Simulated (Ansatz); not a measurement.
Molecule: ditellurium, Te2, charge 0, multiplicity 3. 
Geometry from a B3LYP-D3(BJ)/def2-TZVP (Ansatz, a first-principles code) optimisation:
SMILES: [Te]=[Te]
```xyz
2

Te     0.0000     0.0000    -1.2873
Te     0.0000     0.0000     1.2873
```
Charge 0, spin multiplicity 3.

Property: vertical electron affinity (to the doublet state of charge -1; a negative value means that the extra electron is unbound and the number depends on the basis; each state is the SCF solution reached for its spin; for the triplet the Hartree-Fock reference is unstable and T1 is 0.019), in eV. Valence correlation only, unless marked. UHF or UKS for open shells. No spin-orbit coupling. Frozen are the shells of the preceding noble gas and the d and f shells that filled before the atom's block. In def2 rows, elements after Kr have scalar-relativistic effective core potentials. Anions need diffuse functions: def2-D sets add few. 

| level | program | vertical electron affinity (eV) |
|---|---|---|
| SVWN5/def2-TZVPD | Ansatz | 2.02 |
| PBE/def2-TZVPD | Ansatz | 1.82 |
| r2SCAN/def2-TZVPD | Ansatz | 1.86 |
| B3LYP/def2-TZVPD | Ansatz | 1.96 |
| PBE0/def2-TZVPD | Ansatz | 1.94 |
| BHLYP/def2-TZVPD | Ansatz | 1.96 |
| CAM-B3LYP/def2-TZVPD | Ansatz | 2.07 |
| wB97M-V/def2-TZVPD | Ansatz | 2.07 |
| wB97X-V/def2-TZVPD | Ansatz | 2.11 |
| wB97X/def2-TZVPD | Ansatz | 2.06 |
| CCSD/def2-SVPD | Ansatz | 1.73 |
| CCSD/def2-TZVPPD | Ansatz | 1.85 |
| CCSD/def2-QZVPPD | Ansatz | 1.97 |
| CCSD(T)/def2-SVPD | Ansatz | 1.71 |
| CCSD(T)/def2-TZVPPD | Ansatz | 1.83 |
| CCSD(T)/def2-QZVPPD | Ansatz | 1.96 |
